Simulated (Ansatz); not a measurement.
A run for Ansatz (a first-principles code): U-SVWN5/def2-TZVPP on WF+, 2S+1 = 5, a spin state set in the input, which need not be the lowest, a point of a bond scan (R = 1.791 Å). Charge +1. Elements past Kr take the def2 small-core potentials; no spin–orbit coupling.

Ansatz 0.2 input:
```yaml
crystal:
  periodic: [false, false, false]
  atoms:
    - {symbol: W, position_ang: [0.00000000, 0.00000000, 0.00000000]}
    - {symbol: F, position_ang: [0.00000000, 0.00000000, 1.79070400]}
basis:
  gaussian:
    orbitals: def2-TZVPP
    pivot_positions_ang: [[0.00000000, 0.00000000, 0.00000000], [0.00000000, 0.00000000, 1.79070400]]
hamiltonian:
  xc: {name: SVWN5}
total_charge: 1
magnetization: {spin_polarized: true, initial_magnetization: 4}
output: {forces: true, orbitals: {seedname: ./end}}
```

Program output:

```
WARN ansatz: RAYON_NUM_THREADS=1 ignored (pool sized by the plan → 1); use --threads N
Functional definition: SVWN5
integrals: 0.02 GiB planned
491 factors; their error is unknown
mean field: 0.21 GiB planned
mean field evaluation 1: about -4494.9359 eV, gradient 7.5e1 eV
mean field evaluation 2: about -4187.4281 eV, gradient 2.0e2 eV
mean field evaluation 4: about -4511.0281 eV, gradient 1.8e1 eV
mean field evaluation 8: about -4512.4285 eV, gradient 3.3e0 eV
mean field evaluation 16: about -4512.4614 eV, gradient 7.3e-4 eV
mean field evaluation 32: about -4512.4641 eV, gradient 1.4e-1 eV
mean field evaluation 64: about -4511.6123 eV, gradient 1.1e0 eV
mean field evaluation 96: about -4511.8952 eV, gradient 6.2e0 eV
mean field -4512.46142749 eV, -165.8298988039 hartree, gradient 1.5e-5 eV, S^2 6.009398; 12 other end points of the search recorded, 0 dependent functions left out
the calculation of the forces begins
reference -4512.46145778 eV, -165.8298999170 hartree; 13, 9 occupied and 74, 78 virtual orbitals, 491 factors
Total energy: -4512.46145778 eV, -165.8298999170 hartree
Atom 0 at     0.000000     0.000000     0.000000 Å, force    -0.000000     0.000000     0.714573 eV/Å
Atom 1 at     0.000000     0.000000     1.790704 Å, force     0.000000    -0.000000    -0.714573 eV/Å
Dipole moment:     0.000000    -0.000000    -0.561488 e Å
```

Self-consistency was reached.

Cost: around 6 core-seconds (rough).
